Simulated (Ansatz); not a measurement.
Relaxation of FH5O2W (9 atoms, charge 0, multiplicity 1), to a largest force component of 0.03 eV/Å in at most 50 steps.

Computed with Ansatz 0.2.0, RKS PBE0-D4/def2-mTZVP.

```xyz
9
Properties=species:S:1:pos:R:3:forces:R:3
W -0.764 -0.246 -0.085 0.04 0.15 0.02
O 1.992 0.074 1.363 -0.57 -0.84 0.02
H 1.580 0.505 2.125 0.07 -0.05 -0.12
H 1.676 -0.857 1.415 0.49 0.82 0.09
H -0.419 1.169 0.747 -0.02 -0.04 0.00
O -2.506 0.133 -0.497 -0.06 -0.04 0.03
H -3.352 -0.187 -0.160 0.06 0.03 -0.06
F 0.164 -1.773 0.438 -0.01 -0.01 -0.01
H 0.161 0.644 -1.164 -0.02 -0.01 0.00
```

Task: Where does it end, and by what steps?

Result: The run converged. After 27 steps the energy has fallen by 0.508 eV; H7 moved furthest, 0.85 Å. Joined: W1–O2 (3.13 → 2.26 Å).

| step | energy less start (eV) | largest force component (eV/Å) | accepted |
| --- | --- | --- | --- |
| 0 | 0.0000 | 0.836 | yes |
| 1 | 0.0426 | 2.426 | no |
| 2 | -0.0350 | 0.953 | yes |
| 3 | -0.0915 | 0.792 | yes |
| 4 | -0.1615 | 1.019 | yes |
| 5 | -0.2721 | 1.283 | yes |
| 6 | -0.3283 | 1.239 | yes |
| 7 | -0.3572 | 1.316 | yes |
| 8 | -0.3831 | 0.518 | yes |
| 9 | -0.3910 | 0.261 | yes |
| 10 | -0.3943 | 0.630 | yes |
| 11 | -0.4093 | 0.234 | yes |
| 12 | -0.4008 | 0.349 | no |
| 13 | -0.4195 | 0.251 | yes |
| 14 | -0.4308 | 0.330 | yes |
| 15 | -0.4324 | 0.328 | yes |
| 16 | -0.3940 | 1.673 | no |
| 17 | -0.4500 | 0.234 | yes |
| 18 | -0.4618 | 0.635 | yes |
| 19 | -0.4801 | 0.762 | yes |
| 20 | -0.4723 | 0.404 | no |
| 21 | -0.4985 | 0.383 | yes |
| 22 | -0.4955 | 0.508 | no |
| 23 | -0.5060 | 0.119 | yes |
| 24 | -0.5077 | 0.035 | yes |
| 25 | -0.5081 | 0.030 | yes |
| 26 | -0.5080 | 0.031 | no |
| 27 | -0.5083 | 0.011 | yes |

```xyz
9
Properties=species:S:1:pos:R:3
W -0.558 -0.380 0.083
O 1.474 -0.056 1.027
H 1.402 0.726 1.588
H 1.694 -0.812 1.590
H -0.647 1.016 1.060
O -2.350 -0.301 -0.295
H -2.886 0.500 -0.343
F 0.281 -2.066 0.348
H 0.120 0.834 -0.879
```

Whether the end is a true minimum wasn't checked by a vibrational analysis.

Time of the run: 51 s on 4 threads of Arm Neoverse V1, on a shared host, peak memory 0.25 GiB.
